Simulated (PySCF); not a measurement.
**InSe: energy against distance**

Set-up: basis In x2c-TZVPPall, Se x2c-TZVPPall; spin-free X2C with a Gaussian nucleus; PySCF 2.14. Energies in eV from In + Se in their ground configurations at the same level. State: ²Σ⁺ (doublet), unpaired electrons σ ↑.

```
R (Å)     UHF     PBE   B97-3  UHF-SCS-MP2
2.061  -0.194  -2.021  -1.705       -1.656
2.157  -0.868  -2.673  -2.373       -2.290
2.253  -1.238  -3.026  -2.739       -2.615
2.325  -1.383  -3.154  -2.874       -2.717
2.397  -1.452  -3.199  -2.926       -2.736
2.469  -1.467  -3.183  -2.917       -2.700
2.565  -1.428  -3.098  -2.842       -2.598
2.685  -1.317  -2.930  -2.688       -2.421
2.829  -1.131  -2.685  -2.461       -2.174
3.020  -0.839  -2.344  -2.139       -1.824
```

Question: Put a parabola through the three lowest points of the UHF curve and estimate Re, k and ωe (reduced mass 47.13 u; 1 eV/Å² = 0.16022 mdyn/Å; ωe = 1302.8·√(k/μ) cm⁻¹).

Answer: Through R = 2.397, 2.469, 2.565 Å the second-order coefficient is 3.66 eV/Å², so Re ≈ 2.461 Å, k ≈ 1.17 mdyn/Å and ωe ≈ 205 cm⁻¹. A polynomial fit of higher order to the unrounded UHF energies gives Re = 2.457 Å, k = 1.26 mdyn/Å, ωe = 213 cm⁻¹; anharmonicity and rounding make the difference.

The higher-order fit for each curve: UHF: Re = 2.457 Å, ωe = 213 cm⁻¹, De = 1.47 eV; PBE: Re = 2.411 Å, ωe = 251 cm⁻¹, De = 3.20 eV; B97-3: Re = 2.420 Å, ωe = 244 cm⁻¹, De = 2.93 eV; UHF-SCS-MP2: Re = 2.381 Å, ωe = 259 cm⁻¹, De = 2.74 eV.

Correlated steps freeze 27 core orbitals. Spin–orbit coupling is left out, which matters for elements this heavy, above all for dissociation energies. The state was picked by a PBE0 search and need not be the measured ground state.
